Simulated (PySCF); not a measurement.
Species: C₅H₁₀NOSi (doublet state).
Structure used (GFN2-xTB), in Å, numbered top down from 1:
```
atom  x, y, z in Å
C1     3.6633    0.9555   -0.1164
N2     2.6684    0.1055   -0.0967
Si3    1.0317    0.1545   -0.1502
C4     0.0801   -1.4717   -0.2502
C5    -1.4104   -1.1841   -0.0575
C6    -1.8892   -0.0561   -0.9726
C7    -1.3950    1.3086   -0.5038
O8     0.0049    1.3885   -0.4120
H9     3.5602    2.0145   -0.3014
H10    4.6496    0.5556    0.0477
H11    0.2308   -1.9367   -1.2259
H12    0.4238   -2.1918    0.4892
H13   -1.9909   -2.0871   -0.2673
H14   -1.6037   -0.9076    0.9831
H15   -1.5254   -0.2388   -1.9869
H16   -2.9803   -0.0299   -1.0017
H17   -1.7114    2.0905   -1.2029
H18   -1.8151    1.5370    0.4843
```

The hyperfine couplings belong to this conformer and change with its torsions.

The species is `C=N[Si]1CCCCO1` [radical].

Theory: UKS B3LYP, pcH-1 on C H N O Si, non-relativistic, mean-field spin-orbit, GIAO (PySCF 2.14.0). One conformer (not necessarily the lowest) at the GFN2-xTB geometry, without solvent, vibrations or thermal averaging. Couplings are sensitive to structure, and on GFN2-xTB geometries they can be far from those on DFT ones. The SCF solution wasn't tested for stability.

(1) Where do the isotropic ENDOR lines of C1, C4, C5, N2, H10, H9, H11/H12, H17/H18, H13/H14 and Si3 fall at 338.5 mT, to first order?

(2) Which pairs are centred on the nuclear Larmor frequency, and which on half the coupling?

(3) At what field would the lower line of H10 fall to zero frequency?

## Answers

(1) For S = 1/2 in fast tumbling each set of equivalent nuclei gives two lines, ν± = |νn ± a/2| to first order, with νn = g_N μN B/h and μN/h = 7.62259 MHz/T.

| nuclei | isotope | g_N | νn (MHz) | a_iso (MHz) | lower line (MHz) | upper line (MHz) |
| --- | --- | --- | --- | --- | --- | --- |
| C1 | 13C | 1.4048 | 3.62 | 52.98 | 22.86 | 30.11 |
| C4 | 13C | 1.4048 | 3.62 | -6.62 | 0.31 | 6.93 |
| C5 | 13C | 1.4048 | 3.62 | 4.61 | 1.32 | 5.93 |
| N2 | 14N | 0.4038 | 1.04 | -5.03 | 1.47 | 3.56 |
| H10 | 1H | 5.5857 | 14.41 | -41.65 | 6.41 | 35.24 |
| H9 | 1H | 5.5857 | 14.41 | -39.99 | 5.58 | 34.41 |
| H11/H12 | 1H | 5.5857 | 14.41 | 25.05 | 1.89 | 26.94 |
| H17/H18 | 1H | 5.5857 | 14.41 | 3.11 | 12.86 | 15.97 |
| H13/H14 | 1H | 5.5857 | 14.41 | -1.25 | 13.79 | 15.04 |
| Si3 | 29Si | -1.1106 | 2.87 | -163.68 | 78.98 | 84.71 |

The rows for 13C and 29Si, of low natural abundance, apply to labelled samples.

(2) Centred on νn, since |a| < 2νn: C4, C5, H11/H12, H17/H18 and H13/H14. Centred on |a|/2 and split by 2νn: C1, N2, H10, H9 and Si3.

(3) Where νn = |a|/2, that is B = 20.83 MHz/(5.5857 × 7.62259 MHz/T) = 489 mT, as far as first order holds there.

Means are taken over nuclei equivalent by connectivity, which assumes that they swap fast. The 1H value of +25.0 MHz is a mean of couplings from 14.1 to 36.0 MHz in this one geometry, not an average over conformers.

Largest spin populations (Mulliken): C1 (+0.60), Si3 (+0.55) and N2 (-0.12). The angles at C1 add up to 360.0°, so it is planar.

Time: 1.9 min of wall time (grids of density and orbitals included); peak memory 1.1 GiB. Hardware: an Arm Neoverse V2 with one thread, shared host.
